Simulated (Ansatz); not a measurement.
C2H9ClOSi2, SMILES CCO[SiH2][SiH2]Cl.

Coordinates come from a B3LYP-D3(BJ)/def2-SVP optimisation. The structure was generated by enumeration, and PubChem lists no compound with its InChIKey, so it may never have been made. Other conformers were not sampled.

Two levels are set side by side: PBE/def2-SVPD (Ansatz, a first-principles code) and CAM-B3LYP/def2-SVPD (Ansatz). Energy differences of separate SCF runs at the same geometry; the states with an electron removed or added have multiplicity 2 and 2. Differences are taken from unrounded values.

```csv
quantity,PBE
vertical ionisation energy (eV),9.36
vertical singlet–triplet gap (eV),4.88
```

Question: These are the PBE values. What does CAM-B3LYP give? (Estimate from the structure and the level; the computed values follow.)

Answer: 
| quantity | CAM-B3LYP | PBE minus CAM-B3LYP |
|---|---|---|
| vertical ionisation energy (eV) | 10.15 | -0.79 |
| vertical singlet–triplet gap (eV) | 5.63 | -0.76 |
